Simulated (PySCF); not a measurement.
Lowest empty level (eV) of eight silicon and germanium compounds: PBE beside ωB97X, computed with PySCF for isolated molecules in the bases named; differences from unrounded values. The eight are the first of their class met in an unordered collection, after screening for sound electronic states; none was chosen by its value. Each molecule has one DFT geometry for both levels.

| molecule | basis | ωB97X |
|---|---|---|
| Ge(F)(Cl)2(OH) (Cl₂FGeHO), SMILES [Cl][Ge]([F])([OH])[Cl] | def2-TZVP | 0.42 |
| CH5F3Si2, SMILES F[SiH2]C(F)(F)[SiH3] | def2-TZVP | 1.19 |
| H₉NSi₃, SMILES [SiH3]N[SiH2][SiH3] | def2-TZVP | 1.58 |
| F3HSeSi, SMILES F[Si](F)(F)[SeH] | def2-TZVP | 1.57 |
| C3H6FNSi, SMILES C1N(CC=1)[SiH2]F | def2-TZVP | 2.35 |
| GeBr₂, SMILES [Ge]([Br])[Br] (connectivity only; charge and spin as stated), neutral, multiplicity 1 | def2-TZVPD | -1.33 |
| C₂H₇F₂NSi, SMILES C(C[SiH2]N)(F)F | def2-TZVP | 2.48 |
| C2H8OSi2, SMILES [Si@@H]1(C)[SiH2]OC1 | def2-TZVP | 1.72 |

Task: Estimate the PBE values and say how PBE differs from ωB97X over the set. (The exact figures need the calculation; the answer reports its results.)

Result: 
| molecule | PBE | difference |
|---|---|---|
| Ge(F)(Cl)2(OH) (Cl₂FGeHO), SMILES [Cl][Ge]([F])([OH])[Cl] | -2.78 | -3.20 |
| CH5F3Si2, SMILES F[SiH2]C(F)(F)[SiH3] | -1.73 | -2.92 |
| H₉NSi₃, SMILES [SiH3]N[SiH2][SiH3] | -1.28 | -2.87 |
| F3HSeSi, SMILES F[Si](F)(F)[SeH] | -1.50 | -3.07 |
| C3H6FNSi, SMILES C1N(CC=1)[SiH2]F | -0.78 | -3.13 |
| GeBr₂, SMILES [Ge]([Br])[Br] (connectivity only; charge and spin as stated), neutral, multiplicity 1 | -3.94 | -2.61 |
| C₂H₇F₂NSi, SMILES C(C[SiH2]N)(F)F | -0.37 | -2.85 |
| C2H8OSi2, SMILES [Si@@H]1(C)[SiH2]OC1 | -1.16 | -2.88 |
PBE lies below ωB97X in 8 and above it in 0 of the eight; the mean signed difference is -2.94 and the largest -3.20 eV.
